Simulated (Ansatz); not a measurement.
Ansatz results at the PBE0-D4/def2-TZVP geometry: HOMO energy (PBE/def2-TZVPP) -6.45 eV; HOMO energy (ωB97M-V/def2-TZVPP) -9.83 eV; LUMO energy (B3LYP/def2-TZVPP) -2.16 eV.

Each molecule was computed in one conformer, which needn't be the lowest.

(1) Which molecule gave them?
A. `[Cl][Cd][Cl]`
B. `C[CH2][Cd][Cl]`
C. `[NH2][Cd][NH2]`
D. `[F][Cd][SH]`

## Answers

(1) D. The others give `[NH2][Cd][NH2]`: -5.37, -9.00, -0.91; `C[CH2][Cd][Cl]`: -6.65, -9.79, -1.12; `[Cl][Cd][Cl]`: -7.52, -11.15, -2.50.

B3LYP here is the variant with VWN-RPA as its local correlation; programs differ in this.
